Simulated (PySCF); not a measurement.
C3H5NOSi, SMILES O[Si@@H]1C=CC=N1. The structure is a stationary point at PBE-D3(BJ)/def2-SVP. The structure was generated by enumeration; whether it is a known compound was not checked. The values are those of a single conformer.

Computed equilibrium geometry at PBE-D3(BJ)/def2-SVP (PySCF confirms it by a frequency run) as a Z-matrix (one conformer of several):
```
Si
O 1 1.6741
H 2 0.9732 1 115.21
H 1 1.4950 2 105.03 3 -173.45
N 1 1.7998 4 111.11 2 -123.97
C 5 1.2906 1 105.84 4 -114.75
H 6 1.1146 5 120.80 1 177.69
C 6 1.5080 7 118.43 5 -179.87
C 8 1.3576 6 114.03 7 179.92
H 9 1.0998 8 122.87 6 179.45
H 8 1.1044 9 125.45 10 -0.48
```
